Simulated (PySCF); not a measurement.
Computed with ωB97X-D3(BJ)/def2-TZVP // PBE0-D3(BJ)/def2-SVP (PySCF 2.14.0). Gas-phase values, no solvent. One relaxed conformer stands for a flexible species; it need not be the lowest. Excitations are Tamm–Dancoff values on a coarser integration grid. The basis has no diffuse functions, so Rydberg states are missing or too high.

Reference species (SMILES): `[OH][Ge]([OH])([O]C)[O]C` (neutral, multiplicity 1).

S1 oscillator strength: 0.008
S1–T1 gap (TDA): 0.45 eV
HOMO: -10.72 eV
S1 excitation (TDA): 7.51 eV

Changed species: `C[O][Ge]([O]C)([O]C)[O]C` (4 of 4 OH replaced by OCH3; the reference has 2 of 4 OH replaced by OCH3).

**Question.** Give the shifts of the S1 oscillator strength, S1–T1 gap (TDA), HOMO and S1 excitation (TDA).

**Answer.** the S1 oscillator strength is nearly the same; the S1–T1 gap (TDA) rises by 0.07 eV, to 0.52 eV; the HOMO goes up by 0.12 eV, to -10.60 eV; the S1 excitation (TDA) increases by 0.08 eV, to 7.59 eV.
